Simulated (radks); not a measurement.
The numbers below are computed, except where a source is named.
Excited configurations of the erbium ion Er3+: one electron is placed in a higher orbital outside [Xe] 4f10. The ground configuration is [Xe] 4f11. Code: a radial shooting solver on a logarithmic mesh with Libxc functionals. Model: Dirac Kohn-Sham, PBE, spin-unpolarised, spherical densities, finite nucleus; open shells are shared between the two j in proportion to 2j + 1; Fermi nuclear charge, rms radius 5.2516 fm. Excitation = E - E(ground); binding = E(ion) - E, where the ion is the core of charge +4; n* = 4/sqrt(2 binding) in atomic units, and the quantum defect is n - n*. Eigenvalue and <r> are those of j = l + 1/2.

outer orbital	excitation (eV)	binding (eV)	n*	quantum defect	eigenvalue (eV)	<r> (bohr)
5d	13.101	32.437	2.591	2.409	-26.657	2.016
5f	31.330	14.208	3.914	1.086	-11.798	4.199
6s	15.666	29.872	2.700	3.300	-26.121	2.863
6p	21.901	23.637	3.035	2.965	-20.228	3.429
6f	36.127	9.411	4.810	1.190	-8.147	7.312
7s	29.625	15.912	3.699	3.301	-14.196	5.285
7p	32.091	13.447	4.024	2.976	-11.800	6.080
7d	35.564	9.974	4.672	2.328	-8.778	7.699
7f	38.959	6.579	5.752	1.248	-5.811	11.18

The Delta-SCF ionisation energy is 45.538 eV (NIST Atomic Spectra Database: 42.42 eV, semi-empirical). Self-interaction in the functional shifts the binding energies and quantum defects, so they are the method's values and not measured ones. Spin polarisation and multiplet splitting are left out, so open shells lie too high by an amount that depends on their filling. Sharing an open shell by 2j + 1 raises it above the true ground level by a part of the spin-orbit splitting, which enters the differences from NIST.

Beside tabulated values, note that spin-unpolarised runs miss the spin-polarisation part of the exchange energy of open shells.
